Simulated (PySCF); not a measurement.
ORD: `[H]/N=C\C#C[C@H]1C[Si@@H]1C`, C6H9NSi

Geometry:
```csv
atom,x (Å),y (Å),z (Å)
C1,-3.175,0.268,0.762
Si2,-1.587,-0.568,0.171
C3,-0.924,-0.200,-1.546
C4,-0.168,0.574,-0.440
C5,1.170,0.222,-0.187
C6,2.299,-0.163,0.025
C7,3.635,-0.508,0.308
N8,4.492,0.172,0.948
H9,-3.112,0.537,1.812
H10,-4.024,-0.398,0.645
H11,-3.382,1.172,0.197
H12,-1.196,-1.816,0.806
H13,-1.472,0.420,-2.243
H14,-0.329,-0.941,-2.061
H15,-0.341,1.645,-0.420
H16,3.963,-1.475,-0.070
H17,4.147,1.071,1.283
```

The calculation used TDDFT PBE0/def2-SVPD circular dichroism and optical rotation, one conformer, gas phase (PySCF 2.14.0). Geometry: GFN2-xTB.

States above about 6.5 eV (minus the energy of the highest occupied orbital) lie near or above the ionisation threshold and depend on the basis.

Stereocentres: Si2 S, C4 S.

**Question.** What is the specific rotation at 633, 589.3, 546, 436, 405, 365, 355 nm?

**Answer.** [α] in deg dm⁻¹ (g/mL)⁻¹:
```tsv
λ (nm)	origin-invariant length gauge	modified velocity gauge	length gauge (centre of mass)	isotropic polarisability (au)
633	-277.7	-283.9	-269.2	122.6
589.3	-337.4	-344.7	-327.2	123.7
546	-419.4	-428.4	-406.9	125.1
436	-869.7	-887.0	-845.4	131.6
405	-1151.6	-1174.0	-1120.2	135.1
365	-1808.2	-1842.1	-1760.9	142.0
355	-2069.4	-2108.0	-2015.8	144.5
```

**Question.** And for the mirror image at 589.3 nm?

**Answer.** +337.4 deg dm⁻¹ (g/mL)⁻¹ (origin-invariant length gauge): the same size and the opposite sign.

**Question.** What is the molar rotation [Φ] = [α]·M/100 of the geometry above at 589.3 nm?

**Answer.** With M = 123.23 g/mol, -415.7 deg cm² dmol⁻¹ (origin-invariant length gauge).

The first excitation lies at 4.58 eV (271 nm) with R = +3.3 × 10⁻⁴⁰ esu² cm² (velocity form).
